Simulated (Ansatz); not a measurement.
Relaxation of F2HSi2 (5 atoms, charge 1, multiplicity 1), to a largest force component of 0.02 eV/Å in at most 50 steps.

Computed with RHF/def2-SVP in Ansatz.

```xyz
5
Properties=species:S:1:pos:R:3
F 1.855 -0.382 1.202
Si 0.499 -0.147 0.427
F 0.154 -1.646 0.076
Si -1.514 0.778 -0.221
H -0.994 1.397 -1.485
```

Where does it end, and by what steps?

The run converged. Limits of this set-up: the dipole of an ion depends on the origin. After 7 steps the energy has fallen by 0.562 eV; F3 moved furthest, 0.39 Å.

```
step  energy less start (eV)  largest force component (eV/Å)  accepted
   0                  0.0000                           2.707       yes
   1                 -0.3482                           1.641       yes
   2                 -0.4224                           1.861       yes
   3                 -0.3541                           1.907        no
   4                 -0.5058                           1.307       yes
   5                 -0.5359                           0.636       yes
   6                 -0.5610                           0.089       yes
   7                 -0.5620                           0.011       yes
```

```xyz
5
Properties=species:S:1:pos:R:3
F 1.685 -0.052 1.111
Si 0.372 -0.447 0.366
F 0.360 -1.980 0.076
Si -1.554 1.135 -0.116
H -0.864 1.344 -1.437
```

Whether the end is a true minimum wasn't checked by a vibrational analysis.

Run time: 7.9 s on 1 thread of Arm Neoverse V2 (shared host), peak memory 0.11 GiB.
